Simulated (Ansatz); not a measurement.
Molecule: CH₃N, charge 0, multiplicity 1. SMILES: C=N
Structure (B3LYP-D3(BJ)/def2-TZVP (Ansatz, a quantum-chemistry and plane-wave program) minimum search):
```
C
N 1 1.2631
H 2 1.0217 1 111.31
H 1 1.0903 2 118.89 3 -180.00
H 1 1.0949 4 116.21 2 -180.00
```

Quantity: vertical ionisation energy to the doublet, in eV. Terms: non-relativistic; open shells spin-unrestricted; 6-31G* and kin with 6d, 5d where marked; spin-orbit terms left out; 6-311+G** with 5d; dispersion terms only where a functional's name holds one; each state is the SCF solution reached for its charge and spin. Ab initio and DFT rows: single points at B3LYP-D3(BJ) geometries (Ansatz).

```tsv
level	program	vertical ionisation energy to the doublet (eV)
B3LYP/STO-3G	Ansatz	9.13
B3LYP/3-21G	Ansatz	10.16
B3LYP/6-31G*	Ansatz	10.47
B3LYP/6-311+G**	Ansatz	10.65
B3LYP/def2-TZVPD	Ansatz	10.64
```

No value to compare with is used here. The 4 habitual levels span 9.13 (B3LYP/STO-3G) to 10.65 eV (B3LYP/6-311+G**); B3LYP/def2-TZVPD gives 10.64.

The sets are all those run for this method; runs whose electronic state is in doubt are left out.
